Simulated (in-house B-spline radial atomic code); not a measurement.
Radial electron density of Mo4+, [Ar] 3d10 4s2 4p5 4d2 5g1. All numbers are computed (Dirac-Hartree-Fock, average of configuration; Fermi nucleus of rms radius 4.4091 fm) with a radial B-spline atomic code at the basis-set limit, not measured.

Columns: r (bohr), 4πr²n(r) (electrons per bohr), bar.

```
 0.00147    1.669 #
 0.00184    2.481 ##
 0.00231    3.678 ##
 0.00289    5.367 ####
 0.00363    7.785 #####
 0.00454    11.04 #######
 0.00569    15.41 ##########
 0.00713    20.99 ##############
 0.00894    27.76 ###################
  0.0112    35.32 ########################
   0.014    42.84 #############################
  0.0176    49.34 #################################
   0.022    53.03 ####################################
  0.0276    53.12 ####################################
  0.0346    49.95 #################################
  0.0433    46.11 ###############################
  0.0543    45.53 ###############################
   0.068    50.87 ##################################
  0.0852       60 ########################################
   0.107    65.62 ############################################
   0.134    61.02 #########################################
   0.168    48.86 #################################
    0.21    40.87 ###########################
   0.263    43.96 #############################
    0.33    49.98 ##################################
   0.413    45.08 ##############################
   0.518     29.2 ####################
   0.649    15.38 ##########
   0.813    10.78 #######
    1.02    10.39 #######
    1.28    8.053 #####
     1.6    4.239 ###
       2    1.495 #
    2.51    0.375 
    3.15   0.1512 
    3.94   0.1993 
    4.94   0.2499 
    6.19   0.1933 
    7.76  0.07934 
    9.72  0.01481 
    12.2 0.0009967 
    15.3 1.921e-05 
    19.1 8.653e-08
```

On this grid the curve has 4 maxima, near 0.0276, 0.107, 0.33, 4.94 bohr.

The 4p1/2 radial function P(r) = rR(r), positive near the nucleus, with its small component Q(r) (sign convention: Q ≈ (P' + κP/r)/2c):

```csv
r (bohr),P,Q
0.00117,0.001335,0.004994
0.00184,0.002501,0.007538
0.00289,0.004877,0.01124
0.00454,0.009845,0.01648
0.00713,0.02026,0.0235
0.0112,0.04173,0.03207
0.0176,0.0837,0.04077
0.0276,0.1571,0.04599
0.0433,0.2617,0.0419
0.068,0.3496,0.02337
0.107,0.2839,-0.00549
0.168,-0.07045,-0.02449
0.263,-0.5053,-0.01526
0.413,-0.3712,0.008164
0.649,0.5017,0.01467
1.02,1.07,0.0041
1.6,0.6596,-0.001829
2.51,0.1346,-0.0007828
3.94,0.005972,-4.477e-05
```
